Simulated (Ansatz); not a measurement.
A nudged elastic band was laid between two geometries of Cl₃HSn (5 atoms, charge 0, multiplicity 1).

The calculation used RHF/def2-SVP in Ansatz 0.2.0.

| Quantity | Value |
| --- | --- |
| movable images | 9 |
| climbing image | yes |
| spring | 5.0 eV/Å² |
| optimiser | quadratic models (default) |
| start path | through a guess of the saddle point |
| force threshold | 0.05 eV/Å |
| iteration limit | 60 |
| end points | relaxed |

First end point:

```xyz
5
Properties=species:S:1:pos:R:3
Sn 0.207 0.000 0.332
H -0.040 0.000 1.998
Cl 2.475 0.000 -0.185
Cl -0.741 1.877 -0.661
Cl -0.741 -1.877 -0.661
```

Last end point:

```xyz
5
Properties=species:S:1:pos:R:3
Sn -1.237 0.000 0.189
H 2.043 0.000 2.290
Cl 2.124 0.000 1.018
Cl -0.884 1.810 -1.338
Cl -0.884 -1.810 -1.338
```

Question: What changes between the two ends?

Answer: Bonds broken: Sn1–H2, Sn1–Cl3. Bonds formed: H2–Cl3. Cl3HSn becomes Cl2Sn + ClH.

Question: Give the energies along the band, and the barrier.

Answer: The forces met the threshold. The highest image is number 4 of 0 to 10, 2.69 eV above the first end and 2.34 eV above the last; the last end lies 0.35 eV above the first. A vibrational analysis at the climbing image gives one clearly imaginary mode, 1557i cm⁻¹: a first-order saddle point. The orbitals stay closed-shell, which can raise the energy where a bond breaks towards radicals; this wasn't checked here.

```
image  path coordinate (Å)  energy (eV)  Sn1–H2 (Å)  Sn1–Cl3 (Å)  H2–Cl3 (Å)
    0                 0.00         0.00        1.68         2.33        3.33
    1                 0.38         0.15        1.68         2.33        3.01
    2                 0.75         0.71        1.67         2.36        2.59
    3                 1.13         1.82        1.68         2.48        2.18
    4                 1.51         2.69        1.78         2.64        1.79
    5                 1.82         1.84        2.00         2.75        1.45
    6                 2.14         0.90        2.35         2.99        1.29
    7                 2.45         0.58        2.75         3.20        1.27
    8                 2.77         0.44        3.14         3.28        1.27
    9                 3.08         0.37        3.52         3.32        1.27
   10                 3.40         0.35        3.90         3.46        1.27
```

Question: What is the geometry of the highest image?

Answer: 
```xyz
5
Properties=species:S:1:pos:R:3
Sn -0.299 0.000 0.421
H 0.982 0.000 1.653
Cl 2.342 0.000 0.490
Cl -0.932 1.837 -0.871
Cl -0.932 -1.837 -0.871
```

Question: What are the harmonic wavenumbers there?

Answer: 1557i, 82, 103, 135, 278, 397, 400, 539, 1681 cm⁻¹.

The band took 10 iterations and roughly 3 core-minutes.

Run time: 3.3 min on 1 thread of Arm Neoverse V1, on a shared host, peak memory 0.2 GiB.
